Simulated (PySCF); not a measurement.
**WH: from constants to spectrum**

UHF-CCSD(T) constants of WH, ⁶Σ⁺ (sextet), unpaired electrons σ ↑, π ↑↑, δ ↑↑ (basis H def2-TZVPPD, W def2-TZVPPD with ECP60; scalar-relativistic core potentials; PySCF 2.14; masses 1.0078 and 183.9509 u):

* ωe: 1919.2 cm⁻¹
* ωexe: 27.6 cm⁻¹
* Be: 5.7279 cm⁻¹
* αe: 0.133 cm⁻¹

**Question.** What force constant and bond length do these constants imply?

**Answer.** Reduced mass μred = 1.0023 u; k = 5.8918×10⁻⁷·μred·ωe² (u, cm⁻¹, mdyn/Å) = 2.18 mdyn/Å; Re = √(16.8576/(μred·Be)) (u, cm⁻¹, Å) = 1.714 Å.

**Question.** Estimate the centrifugal constant D from the Kratzer relation and find the Dunham coefficient a1.

**Answer.** D = 4Be³/ωe² = 0.000204 cm⁻¹; a1 = −1 − αeωe/(6Be²) = -2.30.

Correlated steps freeze no core orbitals. De is left out where the level can put another filling of the metal’s s and d shells below the measured ground configuration, by anything from nothing to about 1 eV. These are scalar-relativistic numbers at best; spin–orbit coupling would shift them, the dissociation energy most. The state is the lowest single determinant that the PBE0 search found; with open d or f shells the true ground state can be another one.
